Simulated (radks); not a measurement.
The numbers below are computed, except where a source is named.
Question: Ionisation of the germanium ion Ge+, [Ar] 3d10 4s2 4p1, to [Ar] 3d10 4s2 as the strength of local exchange is varied. Level of theory: Dirac Kohn-Sham, Slater X-alpha exchange (alpha = 2/3 is LDA exchange), no correlation, spin-unpolarised, spherical densities, finite nucleus; open shells fill j = l - 1/2 first; Fermi nuclear charge, rms radius 4.0742 fm (a radial shooting solver on a logarithmic mesh with Libxc functionals).

alpha  E(Ge+) (hartree)  exchange (hartree)  IE (eV)  -e of the level emptied (eV)  <r> of it (bohr)
0.64        -2089.95920           -70.45919   14.473                10.246 (4p1/2)             2.579
0.667       -2092.93381           -73.53631   14.722                10.476 (4p1/2)             2.558
0.955       -2124.92605          -106.88121   17.515                13.087 (4p1/2)             2.365
0.972       -2126.82948          -108.87925   17.687                13.249 (4p1/2)             2.355
x           -2124.70222          -106.64636   17.495                13.068 (4p1/2)             2.366

Which alpha was used in the last row?

Answer: alpha = 0.953. NIST Atomic Spectra Database: 15.935 eV (measured). The Delta-SCF value meets it near alpha = 0.79. Spin polarisation and multiplet splitting are left out, so open shells lie too high by an amount that depends on their filling.

Beside tabulated values, note that spin-unpolarised runs miss the spin-polarisation part of the exchange energy of open shells.
